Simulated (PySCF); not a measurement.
Worked example: chemical shift, span and skew from a shielding tensor

CH₆BNO, SMILES CB(N)O. Atoms are numbered in the order given.

```xyz
10

B     -0.0301     0.0665     0.0000
C      0.4409    -1.4472     0.0000
H      1.5344    -1.5678     0.0000
H      0.0502    -1.9792     0.8842
H      0.0502    -1.9792    -0.8842
O     -1.3644     0.4060     0.0000
H     -1.9351    -0.3653     0.0000
N      0.8909     1.1289     0.0000
H      0.5932     2.0952     0.0000
H      1.8905     0.9968     0.0000
```

Geometry optimised at PBE0-D3(BJ)/def2-SVP. The values are those of a single conformer.

GIAO shieldings from PBE0/pcSseg-1 (PySCF), non-relativistic, no solvent. The symmetric part of the tensor of N8 has the principal values 126.6, 196.8, 245.6 ppm. The same nucleus in NH3 has σ = 267.4 ppm at this level (PySCF, at its B3LYP-D3(BJ)/def2-TZVP geometry).

Q: Work out the isotropic shielding, the ¹⁵N shift against NH3, the span and the skew.

A: 
σ(iso) = (σ11 + σ22 + σ33)/3 = 189.7 ppm. δ = σ(ref) − σ(iso) = 267.4 − (189.7) = 77.7 ppm.
Span Ω = σ33 − σ11 = 119.0 ppm. Skew κ = 3(σ(iso) − σ22)/Ω = -0.18. Tumbling in solution averages the tensor to δ; in a static solid the shielding alone would spread this spin-1/2 line over Ω.
